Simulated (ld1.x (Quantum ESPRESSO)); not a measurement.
**promethium: ultrasoft pseudisation with PBEsol, scalar-relativistic reference atom.**

```json
{"Element": "Pm (Z = 61)", "Generator": "ld1.x (Quantum ESPRESSO) 7.5", "Type": "ultrasoft", "Functional": "PBEsol", "Relativity": "scalar-relativistic", "Frozen core": "[Kr] 4d10", "Valence charge": "15", "Reference configuration": "4f5 5s2 5p6 5d0 6s2 6p0", "Partial waves": "5s (bound): rcut 1.95, rcutus 2.10 bohr; 6s (bound): rcut 1.95, rcutus 2.10 bohr; 5p (bound): rcut 2.50, rcutus 2.90 bohr; 6p (bound, empty): rcut 2.50, rcutus 2.90 bohr; 5d (bound, empty): rcut 2.25, rcutus 2.50 bohr; 5d channel at 2.3 Ry: rcut 2.25, rcutus 2.50 bohr; 4f (bound): rcut 0.75, rcutus 0.90 bohr; 4f channel at 0.3 Ry: rcut 0.75, rcutus 0.90 bohr", "Local potential": "all-electron potential smoothed inside 0.95 bohr (lloc = -1)", "Core correction": "a·sin(br)/r model core, default radius (core density twice the valence density)", "Augmentation charge": "PSQ, radius 0.80 bohr"}
```

All-electron outer shells of the reference configuration (PBEsol, scalar-relativistic, ld1.x):

| shell | level (eV) | outermost node (bohr) | outermost maximum (bohr) |
| --- | --- | --- | --- |
| 4p | -236.42 | 0.31 | 0.58 |
| 4d | -122.65 | 0.29 | 0.60 |
| 5s | -41.90 | 0.70 | 1.29 |
| 5p | -22.68 | 0.75 | 1.46 |
| 6s | -3.56 | 1.73 | 3.72 |
| 4f | -2.19 | – | 0.64 |
| 5d | -1.82 | 0.86 | 2.20 |
| 6p | -1.20 | 2.09 | 4.96 |

Q: Does this generation succeed?

A: No. ld1.x (Quantum ESPRESSO) 7.5 stopped with "compute_chi: n is too large": near the origin the numerical χ = (ε − T − V_loc)φ did not join its small-r series within 0.05 bohr.
